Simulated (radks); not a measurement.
The mean radii <r> (bohr) of the occupied orbitals of an atom or ion are listed with their occupations. All-electron calculation, scalar-relativistic Kohn-Sham, BLYP, spin-polarised, spherical densities, point nucleus. Program: a radial shooting solver on a logarithmic mesh with Libxc functionals.

| orbital | occ. | <r> |
|---|---|---|
| 1s up | 1 | 0.03917 |
| 1s down | 1 | 0.03917 |
| 2s up | 1 | 0.1714 |
| 2s down | 1 | 0.1714 |
| 2p up | 3 | 0.1494 |
| 2p down | 3 | 0.1493 |
| 3s up | 1 | 0.4444 |
| 3s down | 1 | 0.4449 |
| 3p up | 3 | 0.4369 |
| 3p down | 3 | 0.4376 |
| 3d up | 1 | 0.3980 |

Name the element and its charge. Open shells, if any, are filled with parallel spins first.

Answer. Z = 38, strontium, charge +19: Sr19+ in [Ar] 3d1. The 1s radius gives Z: for a bare nucleus <r> = (2 gamma + 1)/(2Z) with gamma = sqrt(1 - (Z/c)^2), 0.03844 bohr for Z = 38, and screening makes it slightly larger (0.03917 here). The occupations add up to 19, and the charge is Z minus that.
